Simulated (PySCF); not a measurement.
Species: C₅H₁₂OSi.
Bonds: O1–Si2, Si2–C3, C3–C4, C4–C5, C5–C6, C6–C7, C3–C7. Hydrogens: H8 on O1; H9, H10 on Si2; H11 on C3; H12, H13 on C4; H14, H15 on C5; H16, H17 on C6; H18, H19 on C7.

The same species was optimised twice, with GFN2-xTB and with PBE0-D3(BJ)/def2-SVP (PySCF), and the same property calculations (PySCF, gas phase) were run on both structures.

| coordinate | GFN2-xTB | PBE0-D3(BJ)/def2-SVP | change |
| --- | --- | --- | --- |
| O1–Si2 (Å) | 1.628 | 1.671 | +0.043 |
| Si2–C3 (Å) | 1.904 | 1.877 | -0.027 |
| C3–C7 (Å) | 1.536 | 1.544 | +0.008 |
| C3–C4 (Å) | 1.548 | 1.556 | +0.008 |
| C4–C5 (Å) | 1.533 | 1.538 | +0.005 |
| C6–C7 (Å) | 1.524 | 1.527 | +0.003 |
| C5–C6 (Å) | 1.525 | 1.526 | +0.001 |
| O1–Si2–C3 (°) | 112.1 | 113.2 | +1.1 |
| Si2–C3–C7 (°) | 112.9 | 112.3 | -0.6 |
| C4–C5–C6 (°) | 104.2 | 104.7 | +0.5 |
| C5–C6–C7 (°) | 102.3 | 102.8 | +0.5 |
| C3–C4–C5 (°) | 106.1 | 105.8 | -0.3 |
| C4–C3–C7 (°) | 105.1 | 105.4 | +0.3 |
| Si2–C3–C4 (°) | 113.7 | 113.5 | -0.2 |
| C3–C7–C6 (°) | 104.2 | 103.9 | -0.3 |
| O1–Si2–C3–C4 (°) | 57 | 60 | +3 |

Rotational constants: A = 4816, B = 1242, C = 1079 MHz (GFN2-xTB) against A = 4784, B = 1235, C = 1074 MHz (PBE0-D3(BJ)/def2-SVP). Point groups within 0.08 Å: C1 and C1.

On the GFN2-xTB structure: lowest singlet, TDDFT (eV) 6.66 [PBE0/def2-SVPD]; lowest triplet, Tamm–Dancoff (eV) 6.44 [PBE0/def2-SVPD]; isotropic polarisability (au) 85.7 [PBE0/def2-SVPD]; HOMO (eV) -7.73 [PBE0/def2-SVPD]; LUMO (eV) 0.19 [PBE0/def2-SVPD]; dipole (D) 1.81 [PBE0/def2-SVPD]; HOMO (eV) -7.75 [PBE0/pcSseg-1]; LUMO (eV) 0.76 [PBE0/pcSseg-1]; dipole (D) 1.85 [PBE0/pcSseg-1]; GIAO shielding of O1 (ppm) 317.5 [PBE0/pcSseg-1]; GIAO shielding of Si2 (ppm) 362.0 [PBE0/pcSseg-1]; GIAO shielding of C3 (ppm) 159.7 [PBE0/pcSseg-1]; GIAO shielding of C4/C7 (mean) (ppm) 158.1 [PBE0/pcSseg-1]; GIAO shielding of C5/C6 (mean) (ppm) 155.6 [PBE0/pcSseg-1].

**Question.** What do these properties become on the PBE0-D3(BJ)/def2-SVP structure?

**Answer.** 
| property | level | on GFN2-xTB | on PBE0-D3(BJ)/def2-SVP | change |
| --- | --- | --- | --- | --- |
| lowest singlet, TDDFT (eV) | PBE0/def2-SVPD | 6.66 | 6.65 | -0.01 |
| lowest triplet, Tamm–Dancoff (eV) | PBE0/def2-SVPD | 6.44 | 6.42 | -0.02 |
| isotropic polarisability (au) | PBE0/def2-SVPD | 85.7 | 87.5 | +1.8 |
| HOMO (eV) | PBE0/def2-SVPD | -7.73 | -7.78 | -0.05 |
| LUMO (eV) | PBE0/def2-SVPD | 0.19 | 0.14 | -0.05 |
| dipole (D) | PBE0/def2-SVPD | 1.81 | 1.84 | +0.03 |
| energy, GFN2-xTB geometry as zero (kcal/mol) | PBE0/def2-SVPD | 0.0 | -2.8 | -2.8 |
| HOMO (eV) | PBE0/pcSseg-1 | -7.75 | -7.79 | -0.04 |
| LUMO (eV) | PBE0/pcSseg-1 | 0.76 | 0.71 | -0.05 |
| dipole (D) | PBE0/pcSseg-1 | 1.85 | 1.87 | +0.02 |
| energy, GFN2-xTB geometry as zero (kcal/mol) | PBE0/pcSseg-1 | 0.0 | -2.2 | -2.2 |
| GIAO shielding of O1 (ppm) | PBE0/pcSseg-1 | 317.5 | 312.5 | -5.0 |
| GIAO shielding of Si2 (ppm) | PBE0/pcSseg-1 | 362.0 | 358.3 | -3.7 |
| GIAO shielding of C3 (ppm) | PBE0/pcSseg-1 | 159.7 | 159.6 | -0.1 |
| GIAO shielding of C4/C7 (mean) (ppm) | PBE0/pcSseg-1 | 158.1 | 156.5 | -1.6 |
| GIAO shielding of C5/C6 (mean) (ppm) | PBE0/pcSseg-1 | 155.6 | 154.2 | -1.4 |

The heavy atoms differ by 0.022 Å rms after alignment. Among bonds between heavy atoms O1–Si2 changes most (+0.043 Å). Changes are differences of the printed values. Neither structure is proved a minimum here.
